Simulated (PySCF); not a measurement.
Ce (cerium, neutral) across methods

[Xe] 4f1 5d2 6s1, one real determinant (an excited configuration). Computed with PySCF 2.14 in x2c-TZVPPall (11s7p7d4f2g, 113 functions), with the spin-free X2C one-electron Hamiltonian (Gaussian nucleus).

| method | E (hartree) | mean ε 4f α (eV) | mean ε 6s α (eV) | mean ε 5d α (eV) | Σ⟨r²⟩ (bohr²) | ⟨S²⟩ |
| --- | --- | --- | --- | --- | --- | --- |
| r2SCAN | -8859.63 | -4.474 | -3.532 | -2.938 | 85.96 | 6.003 |
| UHF | -8856.30010 | -12.722 | -4.917 | -5.668 | 88.36 | 6.009 |
| PBE | -8859.24 | -4.114 | -3.485 | -2.743 | 86.43 | 6.001 |
| LDA | -8852.27 | -4.126 | -3.675 | -2.699 | 86.10 | 6.000 |
| PBE0 | -8859.28 | -6.351 | -3.925 | -3.560 | 86.02 | 6.002 |

⟨L²⟩ = 24.04 against 42 for a pure I term, so this real determinant mixes terms. Spin-orbit coupling, absent here, splits the open shell strongly.
